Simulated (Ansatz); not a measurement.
A calculation with Ansatz (development build ahead of 0.2.0).

```yaml
crystal:
  periodic: [false, false, false]
  atoms:
    - { symbol: Li, position_ang: [-0.98822, 0.18894, -0.51218] }
    - { symbol: Li, position_ang: [0.94199, -0.19099, 0.52725] }
    - { symbol: F, position_ang: [0.398, -0.66908, -1.01546] }
    - { symbol: F, position_ang: [-0.44035, 0.67252, 1.02769] }
basis:
  gaussian: { orbitals: def2-SVP }
total_charge: 1
magnetization:
  spin_polarized: true
  initial_magnetization: 1
hamiltonian:
  xc: hf
correlation:
  method: mp2
  frozen_orbitals: { F: 1, Li: 0 }
output:
  forces: true
```

The input is written out in the form of the current development build from the run's settings.

Results

```yaml
Converged: yes
Reference_energy: -213.41322 hartree
Correlation_energy: -0.34893 hartree
Total_energy: -213.76215 hartree
Spin_squared_of_the_determinant: 0.753
Stability_test: minimum
```

Forces (eV/Å):
```tsv
atom	Fx	Fy	Fz
Li1	-2.778	1.638	0.825
Li2	1.220	0.859	2.997
F3	1.025	-1.642	-2.527
F4	0.532	-0.855	-1.295
```

Caution: MP2 on this radical cation hangs on the determinant chosen; the determinant breaks the point group.
